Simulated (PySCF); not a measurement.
Spin–spin coupling constants

Bonds: B1-C2 1.572 Å, B1-C6 1.571 Å, B1-N10 1.428 Å, N10-C11 1.195 Å, C11-O12 1.169 Å. C2 carries H3, H4, H5; C6 carries H7, H8, H9.

Couplings: B3LYP/pcJ-1 (spin–dipole term only in couplings to heteroatoms) in PySCF 2.14, geometry PBE0-D3(BJ)/def2-SVP; gas phase, one conformer, non-relativistic. Couplings are averaged over pairs made equivalent by symmetry, fast rotation or ring inversion, so a value needn't be that of the named pair in this geometry, while other rotamers aren't included; one pair stands for each set, and the list holds those of at least 1.5 Hz over up to four bonds, among pairs with at least one B or C or H or N atom (others weren't computed).

Isotopes: 13C, 1H, 15N, 11B, 17O. Couplings to quadrupolar nuclei such as 17O and 33S are rarely resolved in practice.

| pair | bonds | J (Hz) |
| --- | --- | --- |
| B1, C2 | 1 | 59.4 |
| B1, N10 | 1 | ? |
| C2, H3 | 1 | ? |
| N10, C11 | 1 | ? |
| C11, O12 | 1 | 17.8 |
| B1, H3 | 2 | -5.0 |
| B1, C11 | 2 | ? |
| C2, C6 | 2 | 8.1 |
| C2, N10 | 2 | -3.5 |
| H3, H4 | 2 | -15.8 |
| N10, O12 | 2 | 1.6 |
| C2, H7 | 3 | 2.4 |
| H3, N10 | 3 | -2.2 |

**Question.** Estimate the withheld couplings, with signs.

**Answer.** 
- 1J(B1,N10) = -38.3 Hz (bond length 1.428 Å)
- 1J(C2,H3) = 125.3 Hz (mean over equivalent pairs that range from 115.9 to 132.6 Hz in this conformer)
- 1J(N10,C11) = -68.2 Hz (bond length 1.195 Å)
- 2J(B1,C11) = 16.2 Hz (angle at N10 176°)
